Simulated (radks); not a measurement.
Computed order of ionisation of potassium. At each step one electron was removed from each of the four highest sub-shells of the ion before, moves of one valence electron (up to charge 6) and the configuration listed by NIST were tried, and the lowest configuration was kept. Method: Dirac Kohn-Sham, PBE, spin-unpolarised, spherical densities, finite nucleus; Fermi nuclear charge, rms radius of each element as measured or else 0.836 A^(1/3) + 0.57 fm; computed with a radial shooting solver on a logarithmic mesh with Libxc functionals. Sub-shells are occupied by j as written (lower j first in brackets).

species   lowest configuration found  NIST configuration  margin to the next tried (eV)  IE (eV)  NIST IE (eV)       kind
K                           [Ar] 4s1                same                          1.547    4.314         4.341       exp.
K+                              [Ar]                same                         20.519   31.834        31.625       exp.
K2+      [Ne] 3s2 3p(1/2: 2, 3/2: 3)                same                          0.298   46.777        45.803  semi-emp.
K3+      [Ne] 3s2 3p(1/2: 2, 3/2: 2)                same                          0.328   62.884         60.92  semi-emp.
K4+      [Ne] 3s2 3p(1/2: 2, 3/2: 1)                same                          0.361   80.017          82.7  semi-emp.
K5+      [Ne] 3s2 3p(1/2: 2, 3/2: 0)                same                          0.394   98.484          99.4  semi-emp.
K6+      [Ne] 3s2 3p(1/2: 1, 3/2: 0)                same                         18.553   117.36         117.6       exp.
K7+                         [Ne] 3s2                same                         18.809   155.81        154.87  semi-emp.
K8+                         [Ne] 3s1                same                         290.61   176.00        175.82  semi-emp.
K9+                             [Ne]                same                         299.13   504.91         503.7  semi-emp.
K10+     [He] 2s2 2p(1/2: 2, 3/2: 3)                same                          3.183   570.06           566  semi-emp.
K11+     [He] 2s2 2p(1/2: 2, 3/2: 2)                same                          3.377   637.84           631  semi-emp.
K12+     [He] 2s2 2p(1/2: 2, 3/2: 1)                same                          3.579   708.10         714.7  semi-emp.
K13+     [He] 2s2 2p(1/2: 2, 3/2: 0)                same                          3.791   784.65         786.3  semi-emp.

Reference values: NIST Atomic Spectra Database (exp. = measured, semi-emp. = semi-empirical, theory = theoretical value adopted there). Spin polarisation and multiplet splitting are left out, so open shells lie too high by an amount that depends on their filling.

Beside tabulated values, note that spin-unpolarised runs miss the spin-polarisation part of the exchange energy of open shells.
